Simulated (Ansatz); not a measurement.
`OP[SiH3]` + `FC([SiH3])B[SiH3]` → `[SiH3]P[SiH3]` + `OBC(F)[SiH3]`  (redistribution)

Calculated with Ansatz (gas phase, PBE0-D4/def2-TZVP geometries, no zero-point term in ΔE). CBS: MP2 limit from def2 TZ/QZ plus the TZ coupled-cluster correction, frozen cores. Each species was taken in one conformer, which may not be the lowest.

```tsv
species	CCSD(T)/CBS(def2) energy (Eh)
`OP[SiH3]`	-708.19371
`FC([SiH3])B[SiH3]`	-745.55893
`[SiH3]P[SiH3]`	-923.30091
`OBC(F)[SiH3]`	-530.53147
```

Problem. Work out ΔE.

Solution. ΔE = (-923.30091) + (-530.53147) − (-708.19371) − (-745.55893) = -0.07974 Eh = -50.0 kcal/mol.

Largest T1 diagnostic among the species: 0.014.

In def2-TZVPP, CCSD(T) changes the Hartree–Fock value by +3.1 kcal/mol (the triples alone add +0.5 kcal/mol) and MP2 by +1.2 kcal/mol. From PBE to PBE0 (25 % exact exchange), in def2-TZVPP and without D4, ΔE moves by −2.3 kcal/mol.
